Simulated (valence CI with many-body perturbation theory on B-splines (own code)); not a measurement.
Ir LXXII: electric-dipole lines

Calculated by valence CI with perturbative core correlation (CI+MBPT): four valence electrons over a frozen Dirac-Fock core [He], radial functions for each j: 11 s, 11 p, 9 d, 7 f, 5 g, 2 h, 1 i, with the one-electron correlation potential Σ1 (screened to all orders), the two-electron term Σ2, the three-electron term Σ3, Breit, model QED; selected single and double excitations, second order for the rest (own B-spline code, finite nucleus).

The last digits are not significant, and no measured levels were compared; by estimate large intervals hold to a few tenths of a per cent, small ones and those within an open d or f shell to about a per cent. Among the levels kept, up to 310 cm⁻¹ of a level comes from second order outside the variational space, and about a tenth of that is noise between levels of different J, which matters for small intervals.

Lines 101 to 150 of 249 in falling wavelength, among levels below 115680 × 10³ cm⁻¹, chosen from the strongest by gf and those to the six lowest levels. Wavelengths and rates use the calculated energies. Electric multipoles are in the length gauge, E1 and E2 with the static RPA response of the core. Weak lines are less certain than strong ones. Lines between different terms over intervals too small for the method are left out, as are lines whose strength nearly cancels. The highest levels of a list are the least certain.

Levels are named by their leading jj configuration (3d3/2^4 stands for four electrons in 3d with j = 3/2), which in mixed levels can hold well under half, so a name can repeat and another be missing. Letters in brackets count levels of one name in rising energy.

| λ vac (Å) | Upper | Lower | A (s⁻¹) | S (a.u.) |
| --- | --- | --- | --- | --- |
| 5.775 | (2s 2p3/2^3) J=1 | (2s^2 2p3/2^2) J=2 | 2.54e+13 | 7.25e-03 |
| 5.751 | (2p1/2^2 2p3/2^2) J=2 | (2s 2p1/2^2 2p3/2) J=2 | 1.41e+13 | 6.60e-03 |
| 5.695 | (2p1/2 2p3/2^3) J=2 | (2s 2p1/2 2p3/2^2) J=3 | 7.29e+12 | 3.32e-03 |
| 1.289 | (2s 2p1/2^2 3s) J=1 | (2s 2p1/2^2 2p3/2) J=1 | 4.28e+13 | 1.36e-04 |
| 1.284 | (2s 2p1/2^2 3s) J=0 | (2s 2p1/2^2 2p3/2) J=1 | 2.63e+14 | 2.75e-04 |
| 1.284 | (2p1/2^2 2p3/2 3s) J=2 | (2p1/2^2 2p3/2^2) J=2 | 1.41e+14 | 7.36e-04 |
| 1.282 | (2p1/2^2 2p3/2 3s) J=1 | (2p1/2^2 2p3/2^2) J=2 | 2.32e+14 | 7.23e-04 |
| 1.278 | (2s 2p1/2 2p3/2 3s) J=3 | (2s 2p1/2 2p3/2^2) J=3 | 1.27e+14 | 9.19e-04 |
| 1.277 | (2s 2p1/2^2 3s) J=1 | (2s 2p1/2^2 2p3/2) J=2 | 2.38e+14 | 7.34e-04 |
| 1.275 | (2s^2 2p1/2 3s) J=1 | (2s^2 2p1/2 2p3/2) J=2 | 2.33e+14 | 7.15e-04 |
| 1.274 | (2s 2p1/2 2p3/2 3s) J=2 [b] | (2s 2p1/2 2p3/2^2) J=3 | 1.96e+14 | 9.99e-04 |
| 1.273 | (2s^2 2p1/2 3s) J=0 | (2s^2 2p1/2 2p3/2) J=1 | 2.82e+14 | 2.88e-04 |
| 1.273 | (2s 2p1/2 2p3/2 3s) J=1 [a] | (2s 2p1/2 2p3/2^2) J=2 [a] | 2.14e+14 | 6.54e-04 |
| 1.273 | (2s^2 2p1/2 3s) J=1 | (2s^2 2p1/2 2p3/2) J=1 | 4.58e+13 | 1.40e-04 |
| 1.272 | (2s^2 2p3/2 3s) J=2 | (2s^2 2p3/2^2) J=2 | 1.45e+14 | 7.36e-04 |
| 1.271 | (2s^2 2p3/2 3s) J=1 | (2s^2 2p3/2^2) J=2 | 2.39e+14 | 7.26e-04 |
| 1.203 | (2s 2p1/2^2 3d3/2) J=1 | (2s 2p1/2^2 2p3/2) J=1 | 2.32e+14 | 5.98e-04 |
| 1.202 | (2s 2p1/2^2 3d3/2) J=2 | (2s 2p1/2^2 2p3/2) J=1 | 1.04e+13 | 4.47e-05 |
| 1.192 | (2s 2p1/2 2p3/2 3d3/2) J=2 [a] | (2s 2p1/2 2p3/2^2) J=2 [a] | 1.64e+14 | 6.86e-04 |
| 1.192 | (2s 2p1/2^2 3d3/2) J=1 | (2s 2p1/2^2 2p3/2) J=2 | 5.22e+13 | 1.31e-04 |
| 1.191 | (2s 2p1/2^2 3d3/2) J=2 | (2s 2p1/2^2 2p3/2) J=2 | 3.19e+14 | 1.33e-03 |
| 1.191 | (2s^2 2p1/2 3d3/2) J=2 | (2s^2 2p1/2 2p3/2) J=2 | 2.83e+14 | 1.18e-03 |
| 1.190 | (2s 2p1/2 2p3/2 3d3/2) J=2 [b] | (2s 2p1/2 2p3/2^2) J=3 | 2.32e+14 | 9.63e-04 |
| 1.190 | (2s 2p1/2 2p3/2 3d5/2) J=2 [a] | (2s 2p1/2 2p3/2^2) J=1 [a] | 2.83e+14 | 1.18e-03 |
| 1.189 | (2s^2 2p1/2 3d3/2) J=2 | (2s^2 2p1/2 2p3/2) J=1 | 3.11e+13 | 1.29e-04 |
| 1.188 | (2s^2 2p1/2 3d3/2) J=1 | (2s^2 2p1/2 2p3/2) J=2 | 4.94e+13 | 1.23e-04 |
| 1.188 | (2s 2p1/2 2p3/2 3d5/2) J=1 [a] | (2s 2p1/2 2p3/2^2) J=1 [a] | 4.86e+14 | 1.20e-03 |
| 1.187 | (2s^2 2p3/2 3d3/2) J=2 | (2s^2 2p3/2^2) J=2 | 1.73e+14 | 7.15e-04 |
| 1.187 | (2s 2p1/2 2p3/2 3d5/2) J=3 [b] | (2s 2p1/2 2p3/2^2) J=2 [b] | 1.61e+14 | 9.33e-04 |
| 1.186 | (2s 2p1/2 2p3/2 3d5/2) J=2 [b] | (2s 2p1/2 2p3/2^2) J=1 [b] | 4.63e+14 | 1.91e-03 |
| 1.186 | (2s^2 2p3/2 3d3/2) J=3 | (2s^2 2p3/2^2) J=2 | 4.18e+13 | 2.41e-04 |
| 1.186 | (2s^2 2p1/2 3d3/2) J=1 | (2s^2 2p1/2 2p3/2) J=1 | 2.68e+14 | 6.63e-04 |
| 1.186 | (2s 2p1/2 2p3/2 3d5/2) J=2 [b] | (2s 2p1/2 2p3/2^2) J=2 [b] | 7.49e+14 | 3.08e-03 |
| 1.186 | (2s^2 2p3/2 3d3/2) J=1 | (2s^2 2p3/2^2) J=2 | 3.41e+14 | 8.43e-04 |
| 1.185 | (2s 2p1/2 2p3/2 3d5/2) J=1 [b] | (2s 2p1/2 2p3/2^2) J=1 [b] | 1.26e+15 | 3.09e-03 |
| 1.185 | (2s 2p1/2 2p3/2 3d5/2) J=1 [a] | (2s 2p1/2 2p3/2^2) J=0 | 1.19e+15 | 2.93e-03 |
| 1.184 | (2s 2p1/2^2 3d5/2) J=2 | (2s 2p1/2^2 2p3/2) J=1 | 1.59e+15 | 6.53e-03 |
| 1.184 | (2s 2p1/2 2p3/2 3d5/2) J=1 [b] | (2s 2p1/2 2p3/2^2) J=2 [b] | 3.47e+14 | 8.54e-04 |
| 1.184 | (2s 2p1/2 2p3/2 3d5/2) J=0 | (2s 2p1/2 2p3/2^2) J=1 [b] | 1.83e+15 | 1.50e-03 |
| 1.176 | (2s^2 2p3/2 3d5/2) J=1 | (2s^2 2p3/2^2) J=0 | 1.83e+15 | 4.40e-03 |
| 1.176 | (2s 2p1/2^2 3d5/2) J=3 | (2s 2p1/2^2 2p3/2) J=2 | 1.79e+15 | 1.00e-02 |
| 1.176 | (2s 2p1/2 2p3/2 3d5/2) J=3 [b] | (2s 2p1/2 2p3/2^2) J=3 | 1.38e+15 | 7.72e-03 |
| 1.175 | (2s 2p1/2 2p3/2 3d5/2) J=4 [b] | (2s 2p1/2 2p3/2^2) J=3 | 2.30e+15 | 1.66e-02 |
| 1.175 | (2s^2 2p1/2 3d5/2) J=2 | (2s^2 2p1/2 2p3/2) J=2 | 1.86e+14 | 7.45e-04 |
| 1.175 | (2s 2p1/2 2p3/2 3d5/2) J=2 [a] | (2s 2p1/2 2p3/2^2) J=2 [a] | 1.10e+15 | 4.40e-03 |
| 1.175 | (2s 2p1/2 2p3/2 3d5/2) J=3 [a] | (2s 2p1/2 2p3/2^2) J=2 [a] | 2.38e+15 | 1.33e-02 |
| 1.175 | (2s 2p1/2 2p3/2 3d5/2) J=2 [b] | (2s 2p1/2 2p3/2^2) J=3 | 2.70e+14 | 1.08e-03 |
| 1.174 | (2s^2 2p1/2 3d5/2) J=3 | (2s^2 2p1/2 2p3/2) J=2 | 1.79e+15 | 1.00e-02 |
| 1.174 | (2s 2p1/2 2p3/2 3p3/2) J=3 [a] | (2s^2 2p3/2^2) J=2 | 2.79e+13 | 1.56e-04 |
| 1.174 | (2s 2p1/2^2 3d5/2) J=2 | (2s 2p1/2^2 2p3/2) J=2 | 1.40e+14 | 5.58e-04 |
